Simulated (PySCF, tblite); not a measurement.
Isomers of CH6F3PSi2, one GFN2-xTB conformer each. Single-point energies are computed at PBE0/pcSseg-1 (PySCF, gas phase, no added dispersion term), electronic only.

**Question.** Rank them by PBE0/pcSseg-1 energy, lowest first (kJ/mol).
A. `[F:1][CH:2]([F:3])[Si@H:4]([F:5])[SiH2:6][PH2:7]` with F1–C2–Si4–F5 97°, C2–Si4–Si6–P7 -66°, Si4–Si6–P7–H 72° and 165°
B. `[F:1][SiH2:2][PH:3][SiH2:4][CH:5]([F:6])[F:7]` with F1–Si2–P3–Si4 -55°, Si2–P3–Si4–C5 -84°, P3–Si4–C5–F6 179°

**Answer.** B (0.0), A (26.6).

As drawn, the higher has an Si–Si bond, which the lower lacks. GFN2-xTB itself gives, in the same order: 0.0, 52.9. Both levels put the same isomer lowest.

**Question.** Which frontier levels, dipoles and rotational constants go with these structures?

**Answer.** 
```tsv
SMILES	HOMO (eV, PBE0/pcSseg-1)	LUMO (eV)	dipole (D)	A, B, C (MHz)
F[SiH2]P[SiH2]C(F)F	-7.91	-0.55	2.02	2236, 762.5, 694.4
FC(F)[Si@H](F)[SiH2]P	-7.85	-1.19	0.97	1629, 960.0, 717.5
```

**Question.** What happens when harmonic zero-point energies from GFN2-xTB frequencies are added?

**Answer.** 
| SMILES | ZPE (kJ/mol) | electronic (kJ/mol) | with ZPE (kJ/mol) |
| --- | --- | --- | --- |
| F[SiH2]P[SiH2]C(F)F | 174.3 | 0.0 | 0.0 |
| FC(F)[Si@H](F)[SiH2]P | 173.3 | 26.6 | 25.6 |

The zero-point energies span 1.0 kJ/mol. The order is unchanged.
